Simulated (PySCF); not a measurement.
## Trend along the halogens: MV molecules

PBE0 with triple-zeta basis sets in PySCF, for the lowest determinant that a PBE0 search found; no spin–orbit coupling. De refers to high-spin ground-configuration atoms. A positive dipole means M(−)V(+).

```tsv
M	basis	state (unpaired electrons)	Re (Å)	ωe (cm⁻¹)	De (eV)	μ (D)
F	def2-TZVPP	quintet (σ ↑, π ↑, δ ↑↑)	1.776	680	n/a	3.35
Cl	def2-TZVPP	quintet (σ ↑, π ↑, δ ↑↑)	2.209	407	n/a	4.57
Br	def2-TZVPP	quintet (σ ↑, π ↑↑, δ ↑)	2.380	304	n/a	4.85
I	def2-TZVPP	quintet (σ ↑, π ↑↑, δ ↑)	2.582	252	n/a	5.09
```

The shortest bond is that of VF (1.776 Å), the longest that of VI (2.582 Å).

The state changes along the series, so neighbouring rows are not always alike in their bonding.

De is left out where the level can put another filling of the metal’s s and d shells below the measured ground configuration, by anything from nothing to about 1 eV. These are scalar-relativistic numbers at best; spin–orbit coupling would shift them, the dissociation energy most. The state is the lowest single determinant that the PBE0 search found; with open d or f shells the true ground state can be another one.
